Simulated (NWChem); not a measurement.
GeS

```xyz
2

Ge     0.0000     0.0000     0.6727
S      0.0000     0.0000    -1.3454
```
Charge 0, spin multiplicity 1.

The numbers come from NWChem runs, not from measurements. The geometry was optimised at PBE0/def2-SVP, a minimum by its harmonic frequencies.

Symmetry labels belong to the abelian group C2v used in the runs, with the axes of the coordinates shown; states degenerate in a higher group split over its labels.

The Hamiltonian is non-relativistic. The structure started from a generated list of species.

### Question
List the lowest 3 singlet excitations that CIS/def2-SVPD gives, with oscillator strengths.

### Answer
```tsv
state	symmetry	energy (eV)	wavelength (nm)	f
1	a2	4.14	299	0.000
2	a2	4.33	286	0.000
3	a1	4.33	286	0.000
```
